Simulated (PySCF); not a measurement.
A calculated (wB97X-V, PySCF 2.14, aug-cc-pVTZ, no relativity, point nucleus) atom or ion has these occupied shells.

| shell | electrons | orbital energy (eV) | rms radius, mean of both spins (bohr) |
| --- | --- | --- | --- |
| 1s α | 1 | -220.25 | 0.380 |
| 1s β | 1 | -219.49 | 0.380 |
| 2s α | 1 | -36.489 | 1.77 |

Task: Name the element and its charge.

Result: B²⁺ (boron, charge +2), in [He] 2s1, 2S determinant.
